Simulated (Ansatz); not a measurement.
Reaction (cleavage of the Si–Si bond): `CO[SiH](C)[SiH3]` + `B/C=C/O` → `B/C=C/O[SiH3]` + `CO[SiH2]C`

Calculated with Ansatz (gas phase, PBE0-D4/def2-TZVP geometries, no zero-point term in ΔE). CCSD(T)/CBS adds triple-zeta CCSD(T) − MP2 to the extrapolated MP2 energy (def2 sets, frozen cores). This one scheme is used for every species. Double bonds are as drawn, so ΔE can hold a change between cis and trans. Functionals use def2-TZVPP. B3LYP here is the variant with VWN-RPA as its local correlation; programs differ in this. Each species was taken in one conformer, which may not be the lowest.

(1) Is it downhill or uphill in electronic energy at CCSD(T)/CBS, and by how much? (Estimate.)

(2) What do these levels give: PBE-D4, r2SCAN-D4, B3LYP-D4, ωB97X-V, ωB97M-V, B2PLYP, PBE0, MP2/def2-TZVPP, SCS-MP2/def2-TZVPP, CCSD/def2-TZVPP, CCSD(T)/def2-TZVPP, HF/CBS(def2)? (Best estimate.)

Largest T1 diagnostic among the species: 0.013.

Results:

(1) The calculation gave: Downhill: ΔE = -18.4 kcal/mol.

(2) The calculation gave: PBE-D4 -11.7, r2SCAN-D4 -16.1, B3LYP-D4 -17.9, ωB97X-V -17.3, ωB97M-V -18.4, B2PLYP -19.6, PBE0 -14.0, MP2/def2-TZVPP -20.3, SCS-MP2/def2-TZVPP -21.4, CCSD/def2-TZVPP -19.2, CCSD(T)/def2-TZVPP -18.4, HF/CBS(def2) -24.7 kcal/mol.

From PBE to PBE0 (25 % exact exchange), in def2-TZVPP and without D4, ΔE moves by −1.8 kcal/mol. In def2-TZVPP, CCSD(T) changes the Hartree–Fock value by +5.7 kcal/mol (the triples alone add +0.8 kcal/mol) and MP2 by +3.8 kcal/mol.
